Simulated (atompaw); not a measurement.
**Which change was made? (Ge, PAW (atompaw))**

| Property | Result |
| --- | --- |
| Element | Ge (Z = 32) |
| Generator | atompaw 4.2.0.5 |
| Type | PAW |
| Functional | PBE |
| Relativity | scalar-relativistic |
| Frozen core | [Ar] 3d10 |
| Valence charge | 4 |
| Reference configuration | 4s1.75 4p2.25 |
| Partial waves | 4s (bound): rc 1.55 bohr; 4s channel at 1.65 Ry: rc 1.55 bohr; 4p (bound): rc 1.55 bohr; 4p channel at 3.8 Ry: rc 1.55 bohr; 4d channel at 0.4 Ry: rc 1.55 bohr |
| Local potential | troulliermartins scheme with l = 3 at 0 Ry, radius 1.25 bohr |
| Core correction | smooth core density matched at 1.20 bohr |
| Augmentation charge | sinc compensation charge, radius 1.45 bohr; PAW radius 1.55 bohr; waves and projectors: custom rrkj gramschmidtortho |

Cutoffs, loose and tight: the cutoffs (Ry, on a coarse ladder) from which the occupation-weighted sum of valence levels, in a spherical-Bessel basis at the reference potential, stays within 10 and 1 mRy of its value at 400 Ry. They see the waves, projectors and local potential, not the compensation charge or the core.

The base gives: outcome: generated; cutoff, loose: 25 Ry; cutoff, tight: 55 Ry; bound ghosts: s, p.

Task: After one change the result is: outcome: generated; cutoff, loose: 12 Ry; cutoff, tight: 30 Ry; bound ghosts: s, p. Which change was it?
A. local potential troulliermartins scheme with l = 3 at 0 Ry, radius 1.06 bohr
B. local potential troulliermartins scheme with l = 3 at 0 Ry, radius 1.38 bohr
C. local potential troulliermartins scheme with l = 3 at 0 Ry, radius 0.92 bohr
D. local potential troulliermartins scheme with l = 3 at 0 Ry, radius 1.22 bohr
E. local potential troulliermartins scheme with l = 3 at 0 Ry, radius 1.52 bohr

Result: A. The others give: local potential troulliermartins scheme with l = 3 at 0 Ry, radius 1.22 bohr → outcome: generated; cutoff, loose: 15 Ry; cutoff, tight: 30 Ry; bound ghosts: s, p | local potential troulliermartins scheme with l = 3 at 0 Ry, radius 0.92 bohr → outcome: generated; cutoff, loose: 18 Ry; cutoff, tight: 30 Ry; bound ghosts: s, p | local potential troulliermartins scheme with l = 3 at 0 Ry, radius 1.52 bohr → outcome: generated; cutoff, loose: 15 Ry; cutoff, tight: 25 Ry; bound ghosts: none | local potential troulliermartins scheme with l = 3 at 0 Ry, radius 1.38 bohr → outcome: generated; cutoff, loose: 15 Ry; cutoff, tight: 25 Ry; bound ghosts: s.
